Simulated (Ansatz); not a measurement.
## Pulling the pair apart

The pair of CH4O (SMILES CO, atoms 1–6) and H2Te (SMILES [TeH2], atoms 7–9), both closed shells, in one local arrangement (a lower one may exist), relaxed at PBE0-D4/def2-TZVP:

```
9
angstrom
C -0.0281 -0.3000 -1.4507
O 0.4018 0.8099 -0.6904
H 0.5880 -1.1475 -1.1501
H 0.1072 -0.1368 -2.5258
H -1.0776 -0.5524 -1.2587
H -0.1349 1.5720 -0.9187
Te 0.6591 0.2606 2.3120
H 0.3166 -0.2460 3.8607
H -0.8321 -0.2600 1.8217
```

H2Te is shifted rigidly along the line between the mean atom positions of the two fragments (negative: closer). Counterpoise interaction energies in kJ/mol. Ansatz 0.2.0; basis: def2-TZVPPD; cores frozen in the correlated methods. Filled d shells of the heavier atoms are correlated. Core potentials replace the inner electrons of the atoms past krypton. The def2 sets are not built for correlating such inner shells, so the correlated values are less sure here.

```json
{"shift (Å)": "-0.31", "HF": "10.0", "PBE-D4": "-10.2", "PBE0-D4": "-9.3"}
{"shift (Å)": "-0.15", "HF": "2.3", "PBE-D4": "-14.0", "PBE0-D4": "-13.0"}
{"shift (Å)": "0.00", "HF": "-2.0", "PBE-D4": "-15.1", "PBE0-D4": "-14.2"}
{"shift (Å)": "0.15", "HF": "-4.1", "PBE-D4": "-14.7", "PBE0-D4": "-13.9"}
{"shift (Å)": "0.37", "HF": "-5.0", "PBE-D4": "-13.1", "PBE0-D4": "-12.3"}
{"shift (Å)": "0.77", "HF": "-4.3", "PBE-D4": "-9.3", "PBE0-D4": "-8.8"}
{"shift (Å)": "1.53", "HF": "-2.2", "PBE-D4": "-4.1", "PBE0-D4": "-3.9"}
{"shift (Å)": "3.06", "HF": "-0.6", "PBE-D4": "-0.9", "PBE0-D4": "-0.9"}
```

(1) What does CCSD(T) give at these shifts? (Judge from chemistry; the value comes from the calculation.)

No T1 diagnostic of these runs exceeds 0.011.

Results:

(1) Computed: -3.8, -9.0, -11.1, -11.5, -10.5, -7.5, -3.3, -0.8 kJ/mol. For zero shift, CCSD(T) at an estimated basis limit (MP2 extrapolated from triple and quadruple zeta, plus CCSD(T) − MP2 in triple zeta) gives -13.2 kJ/mol. These are counterpoise interaction energies, counted from the two frozen fragments.

For scale, one of the runs: CCSD(T)/def2-TZVPPD, 238 basis functions, launched by `ansatz run in.yaml --threads 4 --pin off --events-out ev --progress --plain --max-ram 9574MiB`. Time: 42 s of wall clock on 4 CPU threads of an Intel Xeon 6975P-C; the host was shared. Peak host memory: 5.3 GiB.
